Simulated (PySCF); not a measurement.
## Electron correlation in Si+ (silicon, charge +1)

[Ne] 3s2 3p1, 2P determinant. All numbers are calculated (PySCF 2.14, scalar relativity by spin-free X2C-1e, in dyall-av3z (19s12p3d2f, 84 functions)). Frozen: [Ne]; 3 electrons correlated; the 23 highest virtual orbitals of each spin left out.

```json
{"level": "CCSD", "correlation energy (mhartree)": "-59.04"}
{"level": "(T)", "correlation energy (mhartree)": "-1.11"}
{"level": "CCSD(T)", "correlation energy (mhartree)": "-60.15"}
```

Diagnostics: T1 = 0.014, D1 = 0.0317, largest double amplitude 0.104.

Cost of the coupled-cluster step: of the order of 1.7 core-seconds, for 3 correlated electrons.
